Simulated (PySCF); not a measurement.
Neon: a sound run and one with changed settings

Sound run: Ne⁺ [He] 2s2 2p5, Ne²⁺ [He] 2s2 2p4. Computed with PySCF 2.14 in def2-TZVP, with no relativity, point nucleus. In the sound run the correlated levels freeze 1s2. The sound run starts from symmetry-adapted Hartree-Fock orbitals and uses a fine grid where one is needed.

Changed run: basis STO-3G. This setting is unsound on purpose.

```csv
species,method,sound run (hartree),changed run (hartree),converged
Ne⁺,UHF,-127.81851,-126.06147,yes
Ne⁺,M06-L,-128.17311,-126.35495,yes
Ne⁺,r2SCAN,-128.13829,-126.33071,yes
Ne⁺,MP2,-128.01175,-126.06147,yes
Ne²⁺,UHF,-126.37482,-124.57400,yes
Ne²⁺,M06-L,-126.67099,-124.81819,yes
Ne²⁺,r2SCAN,-126.62654,-124.78703,yes
Ne²⁺,MP2,-126.51509,-124.57400,yes
```

Ionisation energy of Ne⁺:

```
 method  sound run (eV)  changed run (eV)
    UHF          39.285            40.476
  M06-L          40.875            41.817
 r2SCAN          41.137            42.006
    MP2          40.726            40.476
SCS-MP2          40.713            40.476
```

A minimal basis cannot let orbitals breathe on ionisation and holds almost no correlation.

For comparison, NIST gives 40.963 eV between the lowest levels.
